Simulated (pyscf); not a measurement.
PySCF, gas phase, ωB97X-D3(BJ)/def2-SVP geometries. Correlated levels are frozen-core, on RHF or UHF. ΔMP2 is the change of the MP2 total energy from the triple- to the quadruple-zeta basis.

PBE/def2-TZVP puts the barrier of `[CH2+][CH]=[CH][CH3]` → `[CH3][C+]=[CH][CH3]` (hydrogen shift; singlet surface; C–H broken, C–H formed) at 142.8 kJ/mol and the reaction energy at +69.4 kJ/mol, from the reactant's lowest minimum found. What do B3LYP-D3(BJ)/def2-TZVP, ωB97M-D3(BJ)/def2-TZVP, CCSD(T)/def2-TZVPP + ΔMP2(QZVPP) give on the same structures?

B3LYP-D3(BJ): ΔE‡ = 158.7 kJ/mol, ΔE = +80.8 kJ/mol; ωB97M-D3(BJ): ΔE‡ = 154.0 kJ/mol, ΔE = +73.4 kJ/mol; CCSD(T): ΔE‡ = 155.4 kJ/mol, ΔE = +79.6 kJ/mol. PBE's barrier lies under all of them, by 11.2 to 15.9 kJ/mol. Its reaction energy lies under all of them, by 4.0 to 11.4 kJ/mol. On the reactant side the descent ends in a point that may be a rotor saddle (no frequency run), 12.5 kJ/mol over the lowest minimum found and 144.6 kJ/mol under the saddle at ωB97X-D3(BJ)/def2-TZVP. One saddle was located; it need not be the lowest between these sides. The CCSD(T) − MP2 part came from Ansatz, without density fitting, on the same reference.
